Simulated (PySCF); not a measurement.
# Fine-structure interval of Nd²⁵⁺ by level of theory

Nd²⁵⁺ [Ar] 3d10 4s2 4p5 [4p1/2^2 4p3/2^3, M_J = 3/2] → Nd²⁵⁺ [Ar] 3d10 4s2 4p5 [4p1/2^1 4p3/2^4, M_J = 1/2], as a difference of total energies. Calculation: PySCF 2.14, in an even-tempered Gaussian basis (17 s from 1.9 bohr⁻², ratio 2.8; 14 p from 2.5 bohr⁻², ratio 2.8; 9 d from 4.5 bohr⁻², ratio 2.8; 4 f from 14 bohr⁻², ratio 3); the two-component X2C-1e Hamiltonian. Correlated levels: [Ne] frozen; the 90 highest virtual spinors dropped. "Screened" scales the spin-orbit matrix elements by Boettger's factors to mimic the two-electron term; Breit and QED terms are absent.

```csv
method,fine-structure interval (cm⁻¹)
GHF (screened spin-orbit),243540
GMP2 (screened spin-orbit),244230
GHF (bare spin-orbit),252520
```
